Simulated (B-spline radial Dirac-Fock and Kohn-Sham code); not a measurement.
# Ionisation of each subshell: Pm²⁵⁺

System: the Pm²⁵⁺ ion in the configuration [Ar] 3d10 4s2 4p6; nuclear rms radius 4.962 fm (A = 145).

Method: relaxed Dirac-Fock hole states (ΔSCF) with Breit and QED corrections and a finite nucleus. Computed with an atomic code on a B-spline grid. Correlation energy is missing from these numbers. Energies are counted from the vacuum level.

All terms are in eV, carry their sign (relaxation lowers the binding energy) and add up to the binding energy; ⟨r⟩ is the mean radius of the orbital in the initial state.

```
  subshell  −ε (Koopmans)  relaxation    Breit  self-energy  vacuum polarisation  binding energy  ⟨r⟩ (bohr)
    K (1s)        46247.4      -55.11  -122.22       -74.20                11.60         46007.5       0.023
   L1 (2s)         8299.7      -23.17   -12.70        -9.78                 1.42          8255.5       0.098
L2 (2p1/2)         7884.7      -26.91   -20.84         0.41                 0.00          7837.4       0.082
L3 (2p3/2)         7322.2      -25.11   -13.45        -0.46                -0.07          7283.1       0.089
   M1 (3s)         2450.3       -5.45    -2.27        -2.16                 0.30          2440.7       0.257
M2 (3p1/2)         2273.1       -6.01    -3.80         0.08                 0.00          2263.3       0.246
M3 (3p3/2)         2155.0       -5.49    -2.29        -0.09                -0.02          2147.1       0.258
M4 (3d3/2)         1852.2       -7.05    -1.55         0.20                -0.02          1843.8       0.230
M5 (3d5/2)         1826.9       -6.81    -0.95         0.12                -0.02          1819.2       0.234
   N1 (4s)         1028.3       -0.65    -0.62        -0.60                 0.08          1026.5       0.544
N2 (4p1/2)          950.0       -0.71    -1.01         0.03                 0.00           948.4       0.549
N3 (4p3/2)          917.6       -0.64    -0.60        -0.02                -0.01           916.4       0.567
```

For the deepest level, K (1s), the Breit terms make up -0.266 % of the binding energy, QED -0.136 % and orbital relaxation -0.120 %.

Spin-orbit splittings: 2p 554.2 eV, 3p 116.2 eV, 3d 24.62 eV, 4p 32.01 eV.

Going to the tabulated ground configuration of the next ion removes an electron from N3 (4p3/2), computed at 916.4 eV. NIST lists 916 ± 4 eV as the ionisation energy of this species (theoretical), -0.35 eV from the computed value, within the stated uncertainty.
